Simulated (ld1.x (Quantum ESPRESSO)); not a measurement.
Ho (Z = 67): excitation energies, all-electron against TM

ld1.x (Quantum ESPRESSO) 7.5 input, shortened:

```
&input
   title='Ho', zed=67., rel=1, dft='BP', iswitch=3,
   config='[Xe] 4f10 5d1 6s1 6p0'
 /
 &inputp
   pseudotype=2, tm=.true., lloc=0,
   nlcc=.true.
 /
3
6P  2  1   0.00   0.00  3.70  3.70  0.0
5D  3  2   1.00   0.00  3.00  3.00  0.0
6S  1  0   1.00   0.00  3.30  3.30  0.0
 &test
   configts(1)='5d1 6s1 6p0'
 /
```

Energies are relative to the spin-unpolarised reference configuration 5d1 6s1 6p0; without spin polarisation the order of configurations can differ from experiment.

```csv
valence configuration,charge,ΔE all-electron (eV),error AE − PS (meV)
5d1 6s2 6p0,0,-7.115,-2.6
5d1 6s0 6p0,+2,12.728,-32
5d1 6s1.5 6p0,+0.5,-4.233,-0.7
5d0 6s2 6p0,+1,-1.235,-50
5d1 6s1 6p1,0,-3.978,+0.2
5d2 6s1 6p0,0,-4.815,-43
```

(1) What are ΔE and the potential's error for 5d2 6s0 6p0?

Answers

(1) ΔE = 1.717 eV all-electron; the error (AE − PS) is -51 meV.
